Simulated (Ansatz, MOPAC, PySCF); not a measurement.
Donor–acceptor adduct: BH3 (SMILES B) (first 4 atoms) with C2H6S (SMILES CSC); geometry from B3LYP-D3(BJ)/def2-TZVP, rigid monomers moved along the line of their centres of mass till B1···S6 is 3.49 Å.
(charge 0, multiplicity 1):
```xyz
13

B     -0.3293     0.6027     0.7595
H      0.0017    -0.2209    -0.0559
H     -1.4951     0.9039     0.7056
H      0.4334     1.5290     0.8904
C      1.8995    -1.1685     4.0838
S      0.1266    -0.9027     3.8789
C     -0.1497     0.3714     5.1264
H      2.1028    -1.5832     5.0695
H      2.2009    -1.8770     3.3153
H      2.4254    -0.2266     3.9365
H      0.0388    -0.0323     6.1196
H     -1.1916     0.6725     5.0412
H      0.4937     1.2251     4.9194
```

Monomers are frozen at their geometry in the pair; levels with a basis set take the counterpoise correction.

Cores are frozen in the correlated methods. The state that PM6 reach isn't checked.

Codes used: Ansatz (Gaussian basis) for Hartree–Fock, density functionals and correlated methods; MOPAC for PM6 (differences of heats of formation); PySCF for the dispersion terms. Each number belongs to the level named beside it.

**Question.** What is the computed interaction energy (PM6)?

**Answer.** -98 meV

**Question.** Estimate the interaction energy that CCSD(T)/aug-cc-pV(D+d)Z returns for this input.

**Answer.** -222 meV

**Question.** What interaction energy does B3LYP-D4/def2-TZVPPD give?

**Answer.** -267 meV

Ansatz is an electronic-structure program.
